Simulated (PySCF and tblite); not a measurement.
Values are calculated unless marked as measured or tabulated.
System: C9H10O, numbered as in [CH3:1][O:2][C:3]1=[CH:4][C@@H:5]2[CH:6]=[CH:7][C@@H:8]3[C@H:9]1[C@H:10]23.

The path came from a restrained scan, a climbing-image band and a saddle search at GFN2-xTB; energies are PBE0/pcSseg-1 + D3(BJ)//GFN2-xTB, thermal terms GFN2-xTB. Rates follow Eyring's equation with the number of equivalent paths and no tunnelling. Run with tblite and PySCF.

DFT energies on a tight-binding saddle of a bond shift can be off by several kcal/mol.

(1) What barrier does the Cope rearrangement (breaking C9–C8, making C4–C6) meet, and how fast is it at 298 K?

Answers

(1) The electronic barrier is 17.1 kcal/mol and ΔG‡(298 K) 16.1 kcal/mol, over a C1 saddle with an imaginary mode of 436i cm⁻¹ (GFN2-xTB). With 1 equivalent path, k is 9.2 s⁻¹, a mean lifetime of the start of 110 ms against this motion. The end lies 3.5 kcal/mol above the start in free energy.
